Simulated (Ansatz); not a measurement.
CH$_{8}$AlFSi$_{2}$, SMILES `C[SiH2][Al]([F])[SiH3]`, charge 0, multiplicity 1.

Task: Give a relaxed structure at PBE0-D4/def2-TZVP (Ansatz 0.2.0). (Estimate.)

Result: Ansatz gave: 
Z-matrix (Å, degrees):
```
C
Si 1 1.883
H 1 1.092 2 110.7
H 1 1.092 2 111.0 3 -120.0
H 1 1.092 2 111.0 3 120.0
Al 2 2.459 1 112.2 3 -179.5
H 2 1.493 1 109.7 3 58.6
H 2 1.494 1 109.6 3 -58.0
Si 6 2.461 2 126.9 1 1.2
F 6 1.658 2 117.3 1 -178.0
H 9 1.493 6 110.0 2 -89.1
H 9 1.492 6 110.7 2 28.8
H 9 1.490 6 113.3 2 150.2
```
This is one stationary point; other conformers may exist.
